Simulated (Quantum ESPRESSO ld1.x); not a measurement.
The numbers below are computed, except where a source is named.
Problem. Neutral caesium, configuration [Xe] 6s1. Level of theory: Dirac Kohn-Sham, relativistic LDA (MacDonald-Vosko exchange, VWN5 correlation), spin-unpolarised, spherical densities, point nucleus (ld1.x of Quantum ESPRESSO 7.5). Some entries of the table are withheld. Estimate them.

orbital  occ.  eigenvalue (eV)  <r^2> (bohr^2)
1s1/2       2         -35556.9       0.0009319
2s1/2       2         -5583.28         0.01486
2p1/2       2              (1)         0.01094
2p3/2       4              (2)         0.01221
3s1/2       2         -1160.95          0.1028
3p1/2       2         -1024.46             (3)
3p3/2       4         -957.593             (4)
3d3/2       4         -715.750         0.08733
3d5/2       6         -701.481         0.08959
4s1/2       2         -218.831          0.5476
4p1/2       2         -169.684          0.5932
4p3/2       4         -155.916          0.6397
4d3/2       4         -75.6096          0.8058
4d5/2       6         -73.3183          0.8263
5s1/2       2         -26.8001           3.416
5p1/2       2              (5)           4.672
5p3/2       4              (6)           5.157
6s1/2       1          -2.2208           35.14

Solution. 
(1) 2p1/2 eigenvalue (eV): -5259.43
(2) 2p3/2 eigenvalue (eV): -4910.65
(3) 3p1/2 <r^2> (bohr^2): 0.09735
(4) 3p3/2 <r^2> (bohr^2): 0.1052
(5) 5p1/2 eigenvalue (eV): -14.7549
(6) 5p3/2 eigenvalue (eV): -13.0940
